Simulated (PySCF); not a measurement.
CH7BFP.
SMILES: `[BH2-](CF)[PH3+]`

Torsions of this conformer, `[F:1][CH2:2][BH2-:3][PH3+:4]`: F1–C2–B3–P4 -1°.

The closed-shell ground state was solved at several levels (PySCF, density fitting, gas phase, non-relativistic). Geometry: PBE0-D3(BJ)/def2-SVP, one conformer, isolated molecule.

```json
{"level": "PBE0/pcSseg-1", "basis functions": "110", "HOMO (eV)": "-8.11", "LUMO (eV)": "0.40", "gap (eV)": "8.51", "dipole (D)": "3.06"}
{"level": "HF/pcSseg-2", "basis functions": "249", "HOMO (eV)": "-11.51", "LUMO (eV)": "2.49", "gap (eV)": "14.00", "dipole (D)": "3.05"}
```

(1) Estimate the row for CAM-B3LYP/def2-SVPD, a basis of 143 functions; the other rows only guide the guess.

(2) Over all these levels, which gives the widest orbital gap and which the narrowest?

(3) How far do the dipole and the HOMO energy spread over the levels?

Answers

(1) HOMO -9.58 eV, LUMO 0.72 eV, gap 10.30 eV, dipole 2.96 D.

(2) HF/pcSseg-2 (Hartree–Fock, all exact exchange) has the widest, 14.00 eV, and PBE0/pcSseg-1 (global hybrid, 25 % exact exchange) the narrowest, 8.51 eV. Functional and basis both differ between the two, so the spread mixes both effects. The HOMO need not be the same orbital at Hartree–Fock and at DFT levels.

(3) The dipole runs from 2.96 to 3.06 D (mean 3.02 D) and the HOMO from -11.51 to -8.11 eV.
